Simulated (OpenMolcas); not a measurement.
Ag5+ among 6 point charges of -1.7 e arranged as a tetragonal octahedron (D4h). The axial distance is 1.04 times the equatorial one, R.

```yaml
Program: OpenMolcas 26.06
Method: "SS-CASPT2, IPEA 0.25 Eh, imaginary shift 0.1 Eh (closed shells correlated: 4s 4p)"
Basis: ANO-RCC-VDZP [6s5p3d1f]
Scalar_Hamiltonian: DKH2, point nucleus
Active_space: 6 electrons in 5 orbitals (4d)
State_averaging: 2S+1 = 5 even, 5 roots; 2S+1 = 3 even, 45 roots; 2S+1 = 1 even, 50 roots
Spin-orbit_coupling: RASSI with atomic mean-field integrals over the reference wave functions
```

All point charges move together. At R = 1.69 Å the first state of the same spin is 1280 cm-1, and at R = 1.92 Å it is 940 cm-1.

**Question.** A third run gives 1120 cm-1. What distance was it run at?

**Answer.** With a power law R^-n the two known points give n = -ln(940 / 1280) / ln(1.92 / 1.69) = 2.42. Then R = 1.69 × (1280 / 1120)^(1/2.42) = 1.786 Å. The run was at 1.79 Å, so the estimate is off by -0.004 Å.

An orbital doublet at a regular site is open to a Jahn-Teller distortion, which this geometry leaves out. Point charges give a weaker field than real ligands, and real ions of this kind are as a rule low spin; the high spin found here belongs to the model. Free-ion shares, where given, are those of the reference states; single-state CASPT2 does not remix them. Point charges carry no covalency, so the field is a model and not that of real ligands. No measured value stands beside these numbers.
